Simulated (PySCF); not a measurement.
dichloro(silylmethyl)silane (CH6Cl2Si2), SMILES [SiH](Cl)(C[SiH3])Cl. Atoms are numbered in the order given.

```xyz
11

Si    -1.7219    -1.5604     0.4536
C     -0.3578    -1.2811    -0.8298
Si     0.7247     0.2106    -0.6155
Cl    -0.4376     1.9203    -0.6744
Cl     1.6806     0.1124     1.2160
H     -2.4845    -2.7928     0.0926
H     -2.6565    -0.3988     0.4719
H     -1.1251    -1.7382     1.8084
H     -0.8253    -1.2133    -1.8298
H      0.2980    -2.1715    -0.8443
H      1.7692     0.3411    -1.6610
```
Charge 0, spin multiplicity 1.

Geometry: r2SCAN-D4/def2-SVP. Other conformers were not sampled.

Two levels are set side by side: PBE/pcSseg-1 (PySCF) and PBE0/pcSseg-1 (PySCF). GIAO shifts against HCl (³⁵Cl), TMS (²⁹Si), TMS (¹H), TMS (¹³C) at the same level; non-relativistic, no solvent, atoms listed together averaged. Without spin–orbit terms, shifts of atoms bonded to Cl or Br come out too high at both levels. Differences are taken from unrounded values.

| quantity | PBE0 |
|---|---|
| δ(²⁹Si) of Si1 (ppm) | -74.3 |
| δ(¹³C) of C2 (ppm) | 2.9 |
| δ(²⁹Si) of Si3 (ppm) | 30.1 |
| δ(³⁵Cl) of Cl4, Cl5 (ppm) | 71.3 |
| δ(¹H) of H9, H10 (ppm) | 0.57 |
| δ(¹H) of H11 (ppm) | 6.25 |

Question: What does PBE give, and how far is it from PBE0? (The exact figures need the calculation; the answer reports its results.)

Answer: 
```csv
quantity,PBE,PBE minus PBE0
δ(²⁹Si) of Si1 (ppm),-78.6,-4.3
δ(¹³C) of C2 (ppm),4.8,1.9
δ(²⁹Si) of Si3 (ppm),31.7,1.6
"δ(³⁵Cl) of Cl4, Cl5 (ppm)",92.5,21.2
"δ(¹H) of H9, H10 (ppm)",0.67,0.10
δ(¹H) of H11 (ppm),6.53,0.28
```

Rough cost on one machine, each run with all the roots and properties that it gave: PBE0 against PBE within a factor of 2.
